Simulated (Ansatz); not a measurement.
Basis sets compared for Al₁₀P₁₀H₃₀, a nanocrystal cut from zinc blende AlP (hydrogen-capped). Charge 0, multiplicity 1. Geometry r2SCAN-D4/def2-SVP. Ansatz on 2 threads of AMD EPYC 7R13 on a shared host and a share (18 GiB) of an NVIDIA H100 80GB HBM3; times are rough, and most runs start from earlier orbitals.

```xyz
50

Al    1.0690    1.9954    2.0230
Al   -0.3781   -1.7262    4.0586
Al   -2.3728    1.8549    0.4009
Al   -3.3741   -1.8187    1.7354
Al    3.5313   -1.1739    1.9586
Al    0.7546    2.3286   -1.7802
Al    3.9983   -0.7533   -1.7347
Al    0.0969   -1.1791   -0.1122
Al   -3.2772   -1.2311   -2.7016
Al    0.1996   -0.9277   -4.0890
P     0.4846    0.5926    3.9197
P     3.3505    1.2669    1.7768
P    -0.1075    1.1810    0.1201
P    -0.9923   -2.1667    1.7514
P    -3.2610    0.5796    2.2432
P    -3.6866    0.8026   -1.3484
P     2.4232   -1.6610   -0.1250
P     2.9489    1.4190   -2.2965
P    -0.3724    1.4311   -3.7103
P    -0.9697   -1.7571   -2.1548
H     0.8514    3.5354    2.3421
H     0.7457   -2.6938    4.6192
H    -1.7604   -1.4908    4.8280
H    -2.6102    3.4230    0.4657
H    -4.1235   -2.6474    2.8645
H    -3.9570   -1.6947    0.2502
H     2.5674   -1.3466    3.2235
H     5.0356   -1.6820    1.9746
H     0.7838    3.9108   -1.6554
H     5.2453   -0.2638   -0.8604
H     4.1793   -1.6302   -3.0430
H    -4.3197   -2.3604   -2.3132
H    -3.2200   -0.6018   -4.1713
H     1.7744   -0.8081   -3.8357
H    -0.3922   -1.4920   -5.4503
H     1.5889    0.7075    4.8059
H    -0.4235    1.4104    4.6514
H     4.0740    1.9015    2.8214
H     3.9850    1.8845    0.6687
H    -0.8274   -3.5690    1.5651
H    -2.6651    0.9365    3.4799
H    -4.5605    1.1048    2.4716
H    -5.0007    0.7228   -0.8138
H    -3.9227    1.8684   -2.2631
H     2.5072   -3.0771   -0.2489
H     3.8406    2.4355   -1.8498
H     3.1003    1.6404   -3.6916
H     0.0519    2.2340   -4.8018
H    -1.7519    1.7597   -3.7284
H    -0.8613   -3.1744   -2.2400
```

Single mean-field runs in def2-SVP, def2-TZVP are fitted with def2-universal-jkfit.

Binding counts from free atoms (Al doublet, P quartet, H doublet) in the same basis, without a counterpoise term.

```tsv
level	functions	energy (Eh)	HOMO (eV)	LUMO (eV)	binding per atom (eV)	wall time
HF/STO-3G	210	-5777.4253	-6.37	8.21	3.35	3.6 s
HF/6-31G	320	-5843.5400	-9.71	1.69	1.72	6.5 s
PBE-D4/def2-SVP (with forces)	510	-5851.5777	-6.26	-2.23	2.90	7 s
PBE0-D4/def2-SVP	510	-5852.1808	-7.38	-1.52	2.89	7 s
```

Estimate the rows for PBE-D4/def2-TZVP, PBE0-D4/def2-TZVP.


| level | functions | energy (Eh) | HOMO (eV) | LUMO (eV) | binding per atom (eV) | wall time |
| --- | --- | --- | --- | --- | --- | --- |
| PBE-D4/def2-TZVP | 920 | -5853.5967 | -6.31 | -2.49 | 2.89 | 8 s |
| PBE0-D4/def2-TZVP | 920 | -5854.1670 | -7.40 | -1.75 | 2.88 | 11 s |
